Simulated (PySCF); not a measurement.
C3H11NSi2, SMILES C=C([SiH3])N(C)[SiH3]. Geometry optimised at PBE-D3(BJ)/def2-SVP. This is a generated structure with no PubChem entry under its InChIKey; it may be hypothetical. Other conformers were not sampled.

Computed equilibrium geometry at PBE-D3(BJ)/def2-SVP (PySCF confirms it by a frequency run) as bond lengths and angles (one conformer of several):
Atoms: C1 C2 Si3 N4 C5 Si6 H7 H8 H9 H10 H11 H12 H13 H14 H15 H16 H17. Bond lengths (Å): C1–C2 1.366, C1–H7 1.098, C1–H8 1.100, C2–Si3 1.902, C2–N4 1.402, Si3–H9 1.506, Si3–H10 1.501, Si3–H11 1.507, N4–C5 1.458, N4–Si6 1.770, C5–H12 1.113, C5–H13 1.108, C5–H14 1.114, Si6–H15 1.499, Si6–H16 1.503, Si6–H17 1.509. Angles (°): C2–C1–H7 120.1, C2–C1–H8 123.4, H7–C1–H8 116.5, C1–C2–Si3 115.6, C1–C2–N4 123.4, Si3–C2–N4 121.0, C2–Si3–H9 112.4, C2–Si3–H10 107.0, C2–Si3–H11 111.6, H9–Si3–H10 109.1, H9–Si3–H11 107.7, H10–Si3–H11 109.0, C2–N4–C5 117.3, C2–N4–Si6 124.3, C5–N4–Si6 117.4, N4–C5–H12 110.7, N4–C5–H13 110.1, N4–C5–H14 112.1, H12–C5–H13 108.0, H12–C5–H14 107.6, H13–C5–H14 108.2, N4–Si6–H15 108.3, N4–Si6–H16 107.3, N4–Si6–H17 113.6, H15–Si6–H16 110.6, H15–Si6–H17 108.8, H16–Si6–H17 108.2.
